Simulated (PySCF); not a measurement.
**Kr²⁺ (krypton, charge +2): M06-2X calculation**

Configuration: [Ar] 3d10 4s2 4p4, high-spin 3P determinant. All numbers are calculated (PySCF 2.14, no relativity, point nucleus, in pcseg-2 (6s5p3d1f, 43 functions)).

```
Total energy                                                  : -2752.473 hartree
One-electron energy                                           : -3798.580 hartree
Hartree (Coulomb) energy                                      : 1141.089 hartree
Exchange-correlation energy                                   : -94.982 hartree
Kinetic energy                                                : 2752.03301 hartree
⟨S²⟩                                                          : 2.0041
⟨L²⟩                                                          : 2.014
Sum of ⟨r⟩                                                    : 21.36 bohr
Sum of ⟨r²⟩                                                   : 26.17 bohr²
Traceless quadrupole moment −½Σ⟨3z² − r²⟩ along its main axis : -1.33 e·bohr²
Density at the nucleus (Gaussians lack the cusp)              : 31800 bohr⁻³
Spin density at the nucleus                                   : 0.484 bohr⁻³
Langevin diamagnetic susceptibility                           : -20.7 ×10⁻⁶ cm³/mol
Time after the integrals                                      : 1.5 s of wall time on 1 thread of Neoverse-N1 (shared host)
```

| shell | electrons | mean orbital energy (hartree) | spread (hartree) | rms radius, mean of both spins (bohr) |
| --- | --- | --- | --- | --- |
| 1s α | 1 | -516.22523 | 0 | 0.0491 |
| 1s β | 1 | -516.21404 | 0 | 0.0491 |
| 2s α | 1 | -68.90739 | 0 | 0.204 |
| 2s β | 1 | -68.90036 | 0 | 0.204 |
| 2p α | 3 | -62.48808 | 0.01087 | 0.179 |
| 2p β | 3 | -62.47748 | 0.00041 | 0.179 |
| 3s α | 1 | -10.91886 | 0 | 0.580 |
| 3s β | 1 | -10.90518 | 0 | 0.580 |
| 3p α | 3 | -8.62098 | 0.02994 | 0.588 |
| 3p β | 3 | -8.60307 | 0.00970 | 0.588 |
| 3d α | 5 | -4.41515 | 0.02907 | 0.608 |
| 3d β | 5 | -4.40394 | 0.01932 | 0.608 |
| 4s α | 1 | -1.86980 | 0 | 1.66 |
| 4s β | 1 | -1.70604 | 0 | 1.66 |
| 4p α | 3 | -1.28632 | 0.05540 | 1.87 |
| 4p β | 1 | -1.21016 | 0 | 1.87 |
